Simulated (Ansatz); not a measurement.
Start from `CCC(=N)N` and change one atom or group to get `N=[C](N)[AlH][F]`.

Ansatz, PBE0-D4/def2-TZVP geometries, multiplicity 1. Each molecule was computed in one conformer, which needn't be the lowest.

```tsv
property	`CCC(=N)N`
LUMO energy (B3LYP/def2-TZVPP) / eV	0.29
HOMO energy (ωB97M-V/def2-TZVPP) / eV	-9.14
HOMO energy (PBE0/def2-TZVPP) / eV	-6.84
HOMO–LUMO gap (ωB97M-V/def2-TZVPP) / eV	11.27
LUMO energy (ωB97M-V/def2-TZVPP) / eV	2.13
LUMO energy (PBE/def2-TZVPP) / eV	-0.30
```

**Question.** What does the change do to each property? (Best estimate.)

**Answer.** The calculation gave: 
| property | `N=[C](N)[AlH][F]` | shift |
| --- | --- | --- |
| LUMO energy (B3LYP/def2-TZVPP) / eV | -1.85 | -2.14 |
| HOMO energy (ωB97M-V/def2-TZVPP) / eV | -9.26 | -0.12 |
| HOMO energy (PBE0/def2-TZVPP) / eV | -6.96 | -0.12 |
| HOMO–LUMO gap (ωB97M-V/def2-TZVPP) / eV | 9.33 | -1.94 |
| LUMO energy (ωB97M-V/def2-TZVPP) / eV | 0.07 | -2.06 |
| LUMO energy (PBE/def2-TZVPP) / eV | -2.38 | -2.08 |

With PBE0 the HOMO falls by 0.12 eV and the LUMO falls by 2.23 eV, so the gap narrows by about 2.11 eV. PBE moves the HOMO by -0.02 eV and ωB97M-V by -0.12 eV.

B3LYP here is the variant with VWN-RPA as its local correlation; programs differ in this.
